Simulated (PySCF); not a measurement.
## How methods differ on the ionisation energy of Ne⁺

Ne⁺ [He] 2s2 2p5 (2P) → Ne²⁺ [He] 2s2 2p4 (3P), as a difference of total energies. All numbers are calculated (PySCF 2.14, no relativity, point nucleus, in aug-cc-pVQZ (6s5p4d3f2g, 80 functions)). Correlated levels: valence: 1s2 frozen. The calculations carry no spin-orbit coupling.

```tsv
method	ionisation energy (eV)
UHF	39.267
MP2 (valence)	40.888
SCS-MP2 (valence)	40.901
CCSD (valence)	40.816
CCSD(T) (valence)	40.853
```

**Question.** How much does correlation contribute at CCSD(T) (valence)?

**Answer.** 40.853 − (39.267) = 1.586 eV, measured against UHF.

Errors of the correlated levels include the incompleteness of this basis and the frozen core.

For comparison: 40.963 eV (measured; NIST Atomic Spectra Database, ionization energies).
